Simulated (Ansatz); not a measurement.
```xyz
2

S     0.0000    0.0000    0.0000
S     0.0000    0.0000    1.8980
```

Basis set: cc-pVDZ (spherical functions). Left uncorrelated: 10 orbitals. Charge 0, multiplicity 1.

Computed with Ansatz (development build ahead of 0.2.0); the reference of a correlated method needn't be the lowest determinant of its kind. Restricted open shells among the atoms or ions are ROHF, correlated in semicanonical orbitals with singles.

Give the atomization energy at this shape (free ground-state atoms in the same class of orbitals less the molecule, no zero-point energy) of singlet S₂ by RHF-CCSD(T), RHF-CCSD.

```
     method  atomization energy
RHF-CCSD(T)             2.71 eV
   RHF-CCSD             2.45 eV
```

Caution: another spin multiplicity may lie lower; no unrestricted run beside it, a lower state can exist.
